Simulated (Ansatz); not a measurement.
C5H5F5O3Ti (`CC1=CC(C(F)(F)F)=[O+][Ti-]([OH])([F])([F])[O]1`). The species carries charge 0 and has multiplicity 1. The geometry is a stationary point of PBE0-D4/def2-TZVP. It is one conformer, not always the lowest.

```xyz
19

C    -1.927    1.736   -0.936
C    -0.932    0.724   -0.474
C    -0.172    0.953    0.695
C     0.735    0.018    1.114
C     1.574    0.268    2.371
F     1.291    1.443    2.935
F     2.869    0.259    2.065
F     1.348   -0.686    3.270
O     0.990   -1.102    0.567
Ti    0.321   -2.059   -1.013
O     0.897   -1.684   -2.661
F     1.435   -3.360   -0.615
F    -1.213   -2.912   -0.947
O    -0.808   -0.316   -1.162
H    -1.966    2.607   -0.285
H    -1.676    2.048   -1.952
H    -2.913    1.266   -0.980
H    -0.302    1.865    1.256
H     0.449   -1.069   -3.247
```

Task: What is the dipole moment at ωB97M-V/def2-TZVPP? (An estimate is asked.)

Result: Computed: 6.64 D, with components (-2.97, 5.82, -1.20) D in this frame, pointing from negative to positive charge.

Task: And with PBE, r2SCAN, B3LYP? (Estimate.)

Result: The calculation gave: PBE 6.24 D, r2SCAN 6.48 D, B3LYP 6.67 D.

Task: Give the Mulliken charges with ωB97M-V, r2SCAN, B3LYP in def2-TZVPP. (Estimate.)

Result: Computed: 
| atom | ωB97M-V | r2SCAN | B3LYP |
| --- | --- | --- | --- |
| C1 | -0.27 | -0.13 | -0.23 |
| C2 | 0.36 | 0.42 | 0.36 |
| C3 | -0.28 | -0.32 | -0.30 |
| C4 | 0.26 | 0.32 | 0.25 |
| C5 | 0.49 | 0.51 | 0.53 |
| F6 | -0.16 | -0.17 | -0.17 |
| F7 | -0.15 | -0.15 | -0.16 |
| F8 | -0.14 | -0.15 | -0.16 |
| O9 | -0.33 | -0.36 | -0.34 |
| Ti10 | 0.90 | 0.96 | 0.99 |
| O11 | -0.38 | -0.41 | -0.40 |
| F12 | -0.33 | -0.33 | -0.34 |
| F13 | -0.34 | -0.35 | -0.36 |
| O14 | -0.31 | -0.34 | -0.31 |
| H15 | 0.10 | 0.05 | 0.09 |
| H16 | 0.12 | 0.07 | 0.11 |
| H17 | 0.14 | 0.09 | 0.12 |
| H18 | 0.12 | 0.10 | 0.13 |
| H19 | 0.18 | 0.21 | 0.20 |

B3LYP here is the variant with VWN-RPA as its local correlation; programs differ in this.
